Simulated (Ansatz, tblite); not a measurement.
Removing and adding an electron: ScF3 (the lowest singlet isomer of a short search). The state is a singlet with charge 0. Geometry: PBE0-D4/def2-TZVP. Ansatz, gas phase; energy differences of separate SCF runs; the oxidised species was run as a doublet alone; the reduced species was run as a doublet alone.

```xyz
4

Sc    0.0019   -0.0023    0.0000
F     1.1772    0.9893    1.0060
F    -1.2794   -1.0264    0.8284
F     0.1004    0.0393   -1.8344
```

The xTB rows come from tblite. Correlated methods freeze 8 core orbitals; core or outer-core shells of Sc are correlated, in sets that lack core-valence functions. In CCSD on the charge 1 doublet the largest single amplitude is 0.22, so its Hartree–Fock determinant may place the open shell otherwise than the density functionals do. HOMO above LUMO, or a gap near zero within one spin, warns that the state may not be the lowest or that an electron is smeared out. The structure comes from a short search, and lower isomers may exist.

```tsv
level	−HOMO (eV)	vertical IE (eV)	−LUMO (eV)	vertical EA (eV)	HOMO–LUMO gap (eV)	IE − EA (eV)
GFN1-xTB	15.31	19.57	12.39	8.15	2.92	11.41
GFN2-xTB	14.27	18.01	10.37	6.00	3.90	12.01
HF/def2-TZVPP	–	12.94	–	–	–	–
PBE0-D4/def2-TZVP	11.20	13.72	2.63	–	8.57	–
CCSD/def2-TZVPP	–	14.47	–	–	–	–
CCSD(T)/def2-TZVPP	–	14.45	–	–	–	–
```

**Question.** Estimate the rows for PBE-D4/def2-TZVPD, r2SCAN-D4/def2-TZVP, r2SCAN-D4/def2-TZVPD, PBE0-D4/def2-TZVPD, MP2/def2-TZVPP.

**Answer.** 
```csv
level,−HOMO (eV),vertical IE (eV),−LUMO (eV),vertical EA (eV),HOMO–LUMO gap (eV),IE − EA (eV),remarks
PBE-D4/def2-TZVPD,9.23,–,3.53,0.83,5.70,–,HOMO above zero (-1 doublet)
r2SCAN-D4/def2-TZVP,9.65,13.19,3.17,–,6.48,–,gap within one spin near zero (+1 doublet)
r2SCAN-D4/def2-TZVPD,9.67,–,3.15,0.80,6.52,–,HOMO above zero (-1 doublet)
PBE0-D4/def2-TZVPD,11.23,–,2.62,0.82,8.61,–,HOMO above zero (-1 doublet)
MP2/def2-TZVPP,–,14.87,–,–,–,–,–
```

Run but left out: PBE-D4/def2-TZVP (charge +1 doublet: an occupied level 0.02 eV above an empty one).   A HOMO above zero means that the electron is unbound at that level or that self-interaction error raises the level; the energy of removing that electron tells which. Raw xTB energy differences between charge states are shifted by several eV; the methods need an empirical correction for them.
